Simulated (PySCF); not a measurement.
## CoCl₂: double against triple zeta

Base calculation in PySCF with density fitting and no spin–orbit coupling, PBE0/def2-SVP (no relativity): quartet, D∞h, Co–Cl 2.102 Å (×2); wavenumbers 70 (×2), 351, 517 cm⁻¹; polar-tensor charge of Co 1.18 e, atomisation energy (no zero-point energy) 769 kJ/mol.

Task: What changes on going to PBE0/def2-TZVP (no relativity)?

Result: The point group stays the same. Changes: mean bond to Co -0.013 Å, highest wavenumber -8 cm⁻¹, lowest wavenumber +6 cm⁻¹, polar-tensor charge of Co -0.05 e, atomisation energy (no zero-point energy) +5 kJ/mol. The new structure has Co–Cl 2.089 Å (×2), with wavenumbers 76 (×2), 353, 509 cm⁻¹. The larger basis shortens the bonds, as added polarisation functions usually do.

Open d or f shells are single determinants, so the state found may not be the ground state. Only the bonding shown was studied: isomers, or loss of a ligand pair, can lie lower.
